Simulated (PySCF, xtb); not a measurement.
FH4NSi, SMILES N[SiH2]F. The values are those of a single conformer.

Harmonic wavenumbers (cm⁻¹) from xtb with GFN2-xTB at its own minimum, in rising order: 179, 251, 473, 548, 556, 713, 782, 800, 845, 933, 1513, 2275, 2353, 3484, 3535.

What does PBE0-D3(BJ)/def2-TZVP (PySCF) give at its own minimum? (An estimate is asked for; the answer gives what the named calculation found.)

267, 294, 382, 561, 801, 829, 899, 904, 941, 963, 1585, 2261, 2266, 3616, 3710. Paired by order, the mean absolute difference is 95 cm⁻¹ and the zero-point energies are 27.5 and 29.0 kcal/mol.
